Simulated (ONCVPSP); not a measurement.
Before and after: ONCV potential for technetium

```json
{
  "Element": "Tc",
  "Generator": "ONCVPSP 4.0.1",
  "Type": "optimised norm-conserving Vanderbilt (ONCV)",
  "Functional": "Wu-Cohen",
  "Relativity": "scalar-relativistic",
  "Frozen core": "[Ar] 3d10",
  "Valence charge": "15",
  "Reference configuration": "4s2 4p6 4d5 5s1.75 5p0.25",
  "Partial waves": "4s+5s: rc 1.70 bohr, ncon 4, nbas 8, qcut 9.2 1/bohr, 2 projectors; 4p+5p: rc 2.30 bohr, ncon 4, nbas 8, qcut 6.6 1/bohr, 3 projectors, debl 1.8 Ha; 4d: rc 1.85 bohr, ncon 3, nbas 8, qcut 7.2 1/bohr, 1 projector",
  "Local potential": "polynomial inside 1.35 bohr (lpopt 5, dvloc0 3 Ha)",
  "Core correction": "Teter function, fcfact 4.25, rcfact 1.1"
}
```

Change: core correction Teter function, fcfact 4.25, rcfact 2.02.

Cutoffs: the cutoffs (Ha) at which the residual kinetic energy of the hardest occupied pseudo-wave falls to 1 and 0.1 mHa per electron; they do not see the model core or the augmentation charge, which bear on the density cutoff. Errors are all-electron minus pseudo energies relative to the spin-unpolarised reference configuration.

What does the change do?

The potential gets neither clearly harder nor softer (24 Ha and 29 Ha → 24 Ha and 29 Ha); of the 4 tests that both files solve, the error grows in 2 and shrinks in 0 by more than 15 % and 0.3 meV (median size 0.8 → 1.0 meV); neither file shows a bound ghost. A model core, the more so a compact one, raises the density cutoff, which this test does not measure.

```tsv
quantity	base	changed
cutoff, loose	24 Ha	24 Ha
cutoff, tight	29 Ha	29 Ha
bound ghosts	none	none
GHOST(+) flags under 300 eV	none	none
error for 4s2 4p6 4d5 5s2 5p0, meV [ΔE -0.94 eV]	+0.1	+0.1
error for 4s2 4p6 4d5 5s1 5p0, meV [ΔE 7.27 eV]	-1.3	-1.6
error for 4s2 4p6 4d5 5s0 5p0, meV [ΔE 22.10 eV]	-4.5	-5.9
error for 4s2 4p6 4d5 5s1 5p1, meV [ΔE 2.90 eV]	-0.4	-0.3
s: phases at 1.73 bohr within 0.05 rad from the reference energy up to (Ha; the scan ends near 5)	to the end of the scan	to the end of the scan
p: phases at 2.33 bohr within 0.05 rad from the reference energy up to (Ha; the scan ends near 5)	to the end of the scan	to the end of the scan
d: phases at 1.88 bohr within 0.05 rad from the reference energy up to (Ha; the scan ends near 5)	2.3	2.3
rms error of d²Exc/dni dnj with the model core, mHa	0.98	4.51
```
